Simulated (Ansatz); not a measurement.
GaP, triplet, at a GFN2-xTB geometry (such geometries of metal compounds can be far from the true shape). Base run: Ansatz (a program for electronic structure) with R2SCAN/def2-SVP.

Geometry (Å):
```xyz
2

Ga     0.0000     0.0000    -0.7467
P      0.0000     0.0000     1.5432
```
Charge 0, spin multiplicity 3.
Orbitals are unrestricted.
All else is at Ansatz's defaults.
Base energy -2265.74954 Eh.

Each row names what was changed in the base input (with any setting that the change needs).

```
change                                                             ΔE vs base (mEh)
-----------------------------------------------------------------  ----------------
base                                                                          0.000
lower_state_search = light                                                    0.000
final_grid = 14, 28, 59                                                      -0.002
point_charge = charge:1.0 position_ang:2.271, -2.4099, 2.8913               -21.726
point_charge = charge:-1.0 position_ang:-2.2029, -1.4113, -2.8167           -26.199
lower_state_search = full                                                     0.000
nuclear_model = gaussian                                                      7.339
point_charge = charge:0.5 position_ang:2.5894, 1.2261, 3.3936               -10.060
final_grid = 4, 8, 17                                                         0.489
final_grid = 10, 20, 41                                                      -0.008
fitting.mean_field = def2-universal-JKFIT                                    -0.031
```
